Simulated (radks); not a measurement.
Question: All-electron atom: Te XXXV in [Ar]. All-electron calculation, non-relativistic Kohn-Sham, LDA (Slater exchange, Perdew-Wang correlation), spin-unpolarised, spherical densities, point nucleus; relativity is left out, which matters for an element this heavy. Program: a radial shooting solver on a logarithmic mesh with Libxc functionals. Some entries of the table are withheld. Estimate them.

orbital,occ.,eigenvalue (eV),<r> (bohr),<1/r> (bohr^-1)
1s,2,(1),0.02926,51.43
2s,2,-6296.934,(2),11.91
2p,6,-6035.790,0.1062,11.90
3s,2,-2357.797,0.3055,(3)
3p,6,-2259.917,0.2917,4.745
3d,0,(4),0.2551,(5)
4s,0,-1213.473,0.5785,(6)

Answer: 
(1) 1s eigenvalue (eV): -32160.27
(2) 2s <r> (bohr): 0.1248
(3) 3s <1/r> (bohr^-1): 4.792
(4) 3d eigenvalue (eV): -2103.528
(5) 3d <1/r> (bohr^-1): 4.635
(6) 4s <1/r> (bohr^-1): 2.520
